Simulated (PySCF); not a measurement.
Vertical excitation energies

Species: SiCl3(nBu), C4H9Cl3Si.
InChI=1S/C4H9Cl3Si/c1-2-3-4-8(5,6)7/h2-4H2,1H3

Computed with TDDFT B3LYP/def2-SVPD, vertical, gas phase, core orbitals frozen in the response in PySCF. Geometry: PBE0-D3(BJ)/def2-SVP, one conformer, isolated molecule.

```csv
state,E (eV),E (kJ/mol),λ (nm),f,"main configurations (H = HOMO, L = LUMO)"
S1,7.31,705,169.6,0.0002,H-1→L (96%)
S2,7.33,707,169.1,0.092,H→L (96%)
S3,7.64,737,162.2,0.028,H-2→L (82%)
S4,7.66,739,161.8,0.029,H-3→L (86%)
S5,8.06,778,153.8,0.0098,"H-5→L (34%), H-4→L (31%), H-8→L (10%)"
S6,8.10,782,153.0,0.0027,"H-4→L (35%), H-5→L (17%), H→L+1 (16%)"
S7,8.11,783,152.8,0.016,"H→L+1 (65%), H-5→L (13%), H-4→L (8%)"
S8,8.17,788,151.8,0.034,"H→L+2 (57%), H-1→L+3 (10%), H→L+1 (9%)"
S9,8.20,791,151.2,0.0082,"H→L+3 (53%), H-5→L (15%), H-1→L+2 (14%)"
S10,8.28,799,149.8,0.054,"H-7→L (58%), H→L+2 (10%)"
```

Triplets (Tamm–Dancoff): T1 6.96 eV, H-1→L (89%); T2 6.99 eV, H→L (90%); T3 7.20 eV, H-2→L (74%), H-4→L (9%); T4 7.22 eV, H-3→L (79%).

The lowest singlet comes at 170 nm (705 kJ/mol) in the vacuum ultraviolet; it is dark (f under 0.0005); its leading configuration is HOMO-1→LUMO (96%). The most intense listed level is S2 at 7.33 eV (169 nm, f = 0.092), 0.02 eV above S1. S6/S7 lie within about 0.01 eV of each other. Löwdin shares by element: HOMO carbon 32% or more, chlorine 16% or more, silicon 11% (atoms not listed hold the other 40%); LUMO chlorine 64%, silicon 23%. The oscillator strengths of these states sum to 0.275; summed over the whole spectrum of an exact calculation they would give the number of electrons, 98 (Thomas–Reiche–Kuhn). The listed states span 0.97 eV, and the widest gap between neighbours is 0.40 eV (S4 to S5). Of the 10 states listed, 6 reach f = 0.01 and 1 stays under 0.0005. Only the lowest 10 singlets were computed, as vertical energies without vibronic structure.
